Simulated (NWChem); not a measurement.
# C₃H₂FN; SMILES C(=C\F)/C#N

```xyz
7

N     -0.2280    -2.5310     0.0000
C      0.0957    -1.4171     0.0000
C      0.5114    -0.0573     0.0000
C     -0.3779     0.9418     0.0000
F      0.0024     2.1998     0.0000
H      1.5829     0.1627     0.0000
H     -1.4645     0.8104     0.0000
```
Atoms are numbered in this order, from 1.

All runs: NWChem. Pople sets run with spherical d functions. Coordinates come from a PBE0/def2-SVP optimisation. Atomic charges in e: unrestrained fits to the electrostatic potential beside Mulliken populations; buried atoms are poorly determined by the fit.

For level Hartree-Fock/6-31G*:

```
Quantity     Result
-----------  ------
Mulliken N1   -0.39
Mulliken C2    0.23
Mulliken C3   -0.31
Mulliken C4    0.35
Mulliken F5   -0.38
```

### Question
How do the values read with level B3LYP/def2-SVP instead?

### Answer
Mulliken N1: 0.04
Mulliken C2: -0.11
Mulliken C3: -0.12
Mulliken C4: 0.24
Mulliken F5: -0.16
